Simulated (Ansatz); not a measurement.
F3Ga, SMILES [F][Ga]([F])[F] (connectivity only; charge and spin as stated), charge +1, multiplicity 2. Atoms are numbered in the order given.

```xyz
4

Ga     0.0000     0.0000    -0.4354
F     -0.0001    -1.6818    -0.6235
F     -0.0001     1.6818    -0.6235
F      0.0001     0.0000     1.6947
```
Charge +1, spin multiplicity 2.

Geometry: B3LYP-D3(BJ)/def2-SVP. The multiplicity is an assumed one; other spin states were not compared. The isomer is the one that the SMILES or the coordinates give; other isomers of the formula were not compared.

Two levels are set side by side: PBE-D3(BJ)/def2-SVP (Ansatz, a program for electronic structure) and B3LYP-D3(BJ)/def2-SVP (Ansatz). Each level has its own optimised geometry; the coordinates shown are those of the second. Differences are taken from unrounded values.

| quantity | B3LYP-D3(BJ) |
|---|---|
| mean bond length (Å) | 1.838 |
| bond Ga1–F2 (Å) | 1.692 |
| bond Ga1–F3 (Å) | 1.692 |
| bond Ga1–F4 (Å) | 2.130 |

Question: What does PBE-D3(BJ) give, and how far is it from B3LYP-D3(BJ)? (The exact figures need the calculation; the answer reports its results.)

Answer: 
```tsv
quantity	PBE-D3(BJ)	PBE-D3(BJ) minus B3LYP-D3(BJ)
mean bond length (Å)	1.784	-0.054
bond Ga1–F2 (Å)	1.784	0.092
bond Ga1–F3 (Å)	1.784	0.092
bond Ga1–F4 (Å)	1.785	-0.345
```
